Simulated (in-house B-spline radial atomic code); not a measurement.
N2+ is squeezed into an impenetrable sphere of radius R (the orbitals vanish at R). No spin polarisation. Caution: exact exchange at fractional occupations of open shells leaves self-interaction of up to several eV. Method: non-relativistic B3LYP, spherical fractional occupations, point nucleus. Calculated with a B-spline radial code for spherical atoms.

Energies in eV above the free ion in [He] 2s2 2p1:

| R (bohr) | highest level (eV) | [He] 2s2 2p1 | [He] 2s1 2p2 | -dE/dV in [He] 2s2 2p1 (GPa) |
| --- | --- | --- | --- | --- |
| 8.61 | -36.6 | 0 | 13.38 | 4.05e-07 |
| 5.66 | -36.6 | 0.0007459 | 13.39 | 0.00593 |
| 5.31 | -36.6 | 0.002097 | 13.39 | 0.0188 |
| 3.99 | -36.4 | 0.09797 | 13.52 | 1.52 |
| 3.61 | -36.2 | 0.2887 | 13.76 | 5.38 |
| 2.92 | -34.6 | 1.96 | 15.68 | 54 |
| 2.44 | -31.1 | 7.16 | 21.13 | 276 |
| 2.21 | -27.8 | 13.23 | 27.21 | 621 |
| 1.97 | -22.1 | 25.12 | 38.74 | 1490 |
| 1.39 | 14.7 | 125 | 129.7 | 16300 |

(1) Does [He] 2s1 2p2 fall below [He] 2s2 2p1 under compression?

The highest level is first positive in the row R = 1.39 bohr, pushed up by confinement above the zero of the free ion's potential. Each configuration is held fixed and needn't be the lowest in the sphere.

Results:

(1) No, it stays above over the whole range.
